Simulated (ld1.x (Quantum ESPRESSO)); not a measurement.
What one change does to a pseudopotential (B, TM)

| Item | Value |
| --- | --- |
| Element | boron (B) |
| Generator | ld1.x (Quantum ESPRESSO) 7.5 |
| Type | norm-conserving Troullier–Martins (Kleinman–Bylander form) |
| Functional | PBE |
| Relativity | scalar-relativistic |
| Frozen core | [He] |
| Valence charge | 3 |
| Reference configuration | 2s2 2p1 |
| Partial waves | 2s (bound): rc 1.05 bohr; 2p (bound): rc 2.15 bohr |
| Local potential | all-electron potential smoothed inside 1.80 bohr (lloc = -2) |
| Core correction | none |

Change: core correction a·sin(br)/r model core inside 0.84 bohr.

Cutoffs: the cutoffs (Ry, on a coarse ladder) from which the occupation-weighted sum of valence levels, in a spherical-Bessel basis at the reference potential, stays within 10 and 1 mRy of its value at 400 Ry; they do not see the model core or the augmentation charge, which bear on the density cutoff. Errors are all-electron minus pseudo energies relative to the spin-unpolarised reference configuration.

Problem. What does the change do?

Solution. The potential gets neither clearly harder nor softer (45 Ry and 110 Ry → 45 Ry and 110 Ry); of the 7 tests that both files solve, the error grows in 0 and shrinks in 5 by more than 15 % and 0.3 meV (median size 11.9 → 4.1 meV); neither file shows a bound ghost. Exchange and correlation are not linear in the density, so unscreening with the valence charge alone errs where core and valence overlap; a model core restores that term. A model core, the more so a compact one, raises the density cutoff, which this test does not measure.

```tsv
quantity	base	changed
cutoff, loose	45 Ry	45 Ry
cutoff, tight	110 Ry	110 Ry
bound ghosts	none	none
error for 2s2 2p0, meV [ΔE 8.22 eV]	+33	+28
error for 2s1 2p0, meV [ΔE 33.64 eV]	+122	+120
error for 2s2 2p0.5, meV [ΔE 2.89 eV]	+4.0	+3.2
error for 2s0 2p3, meV [ΔE 11.72 eV]	+25	+4.1
error for 2s2 2p1.3, meV [ΔE -0.74 eV]	+0.3	+0.2
error for 2s1 2p2, meV [ΔE 5.85 eV]	+8.4	+1.0
error for 2s1 2p1, meV [ΔE 14.36 eV]	-12	-10
s: phases at 2.36 bohr within 0.05 rad from the reference energy up to (Ry; the scan ends near 5)	3.1	3.1
p: phases at 2.36 bohr within 0.05 rad from the reference energy up to (Ry; the scan ends near 5)	2.1	2.1
```
